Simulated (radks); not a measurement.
Isoelectronic series with 13 electrons, all held in the configuration [Ne] 3s2 3p1, which need not be the ground one along the series. Method: Dirac Kohn-Sham, PBE, spin-unpolarised, spherical densities, finite nucleus; open shells are shared between the two j in proportion to 2j + 1; Fermi nuclear charge, rms radius of each element as measured or else 0.836 A^(1/3) + 0.57 fm; computed with a radial shooting solver on a logarithmic mesh with Libxc functionals. Total energies (hartree) and orbital eigenvalues (hartree):

| ion | E (hartree) | 3p3/2 | 3p1/2 | 3s1/2 | 2p3/2 |
|---|---|---|---|---|---|
| Al | -242.68477 | -0.09946 | -0.10006 | -0.28490 | -2.55361 |
| Si+ | -289.55258 | -0.42783 | -0.42934 | -0.69948 | -3.85304 |
| P2+ | -340.84130 | -0.89109 | -0.89399 | -1.24782 | -5.43021 |
| S3+ | -396.54406 | -1.47836 | -1.48326 | -1.91977 | -7.27217 |
| Cl4+ | -456.66150 | -2.18494 | -2.19256 | -2.71114 | -9.37335 |
| Ar5+ | -521.19803 | -3.00830 | -3.01951 | -3.61977 | -11.73081 |
| K6+ | -590.16037 | -3.94692 | -3.96274 | -4.64448 | -14.34279 |
| Ca7+ | -663.55686 | -4.99985 | -5.02146 | -5.78457 | -17.20820 |
| Sc8+ | -741.39714 | -6.16644 | -6.19523 | -7.03969 | -20.32630 |
| Ti9+ | -823.69200 | -7.44628 | -7.48381 | -8.40968 | -23.69663 |
| V10+ | -910.45321 | -8.83906 | -8.88712 | -9.89449 | -27.31886 |
| Cr11+ | -1001.69334 | -10.34461 | -10.40520 | -11.49422 | -31.19277 |
| Mn12+ | -1097.42590 | -11.96278 | -12.03813 | -13.20900 | -35.31825 |
| Fe13+ | -1197.66533 | -13.69350 | -13.78612 | -15.03905 | -39.69523 |
| Co14+ | -1302.42674 | -15.53673 | -15.64938 | -16.98462 | -44.32368 |
| Ni15+ | -1411.72634 | -17.49247 | -17.62819 | -19.04604 | -49.20363 |
